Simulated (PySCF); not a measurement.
Compound: C2H7FSi2.
SMILES: `F[SiH2]/C=C/[SiH3]`

The closed-shell SCF was solved with PySCF and density fitting under several settings on one GFN2-xTB geometry (grid level 2 and gas phase unless stated).

```tsv
settings	basis functions	SCF cycles	E (Eh)	HOMO (eV)	LUMO (eV)	dipole (D)
PBE0/pcSseg-1	134	13	-758.7945	-8.21	-0.96	1.61
CAM-B3LYP/def2-SVPD	167	12	-758.9091	-9.50	0.13	1.62
BP86/def2-SVPD, IEF-PCM chloroform, level shift 0.2 Eh	167	10	-759.0169	-7.05	-1.95	1.74
```

Q: Estimate the rows for these settings: (1) CAM-B3LYP/6-311+G(2d,p), energy threshold 1e-11 Eh, level shift 0.3 Eh; (2) revPBE/ANO-RCC-VDZP, fitting basis def2-qzvpp-jkfit; (3) BP86/aug-pcSseg-1, IEF-PCM dichloromethane, start guess sap.

A: 
| settings | basis functions | SCF cycles | E (Eh) | HOMO (eV) | LUMO (eV) | dipole (D) |
| --- | --- | --- | --- | --- | --- | --- |
| CAM-B3LYP/6-311+G(2d,p), energy threshold 1e-11 Eh, level shift 0.3 Eh | 193 | 16 | -759.3013 | -9.49 | 0.09 | 1.62 |
| revPBE/ANO-RCC-VDZP, fitting basis def2-qzvpp-jkfit | 113 | 10 | -758.9069 | -6.99 | -1.84 | 1.51 |
| BP86/aug-pcSseg-1, IEF-PCM dichloromethane, start guess sap | 207 | 23 | -759.3066 | -7.03 | -1.91 | 1.76 |

Q: Over all rows, what range does the HOMO–LUMO gap span?

A: From 5.10 eV (BP86/def2-SVPD, IEF-PCM chloroform, level shift 0.2 Eh) to 9.63 eV (CAM-B3LYP/def2-SVPD). The functional of the narrowest has no exact exchange, that of the widest range-separated exact exchange.

Q: Compare two rows with the functional CAM-B3LYP: CAM-B3LYP/6-311+G(2d,p), energy threshold 1e-11 Eh, level shift 0.3 Eh and CAM-B3LYP/def2-SVPD. Which energy is lower, and by how much?

A: CAM-B3LYP/6-311+G(2d,p), energy threshold 1e-11 Eh, level shift 0.3 Eh (193 functions) lies 0.3922 Eh or 246 kcal/mol below CAM-B3LYP/def2-SVPD (167 functions).

Cycle counts include a coarse-grid stage where the run had one. All basis functions are spherical, in the Pople sets too. ANO-RCC sets were contracted for a scalar-relativistic Hamiltonian, but ran non-relativistically here. The species at its GFN2-xTB geometry (one conformer only).

Shape of the structure used: `[F:1][SiH2:2]/[CH:3]=[CH:4]/[SiH3:5]`: F1–Si2–C3–C4 0°.
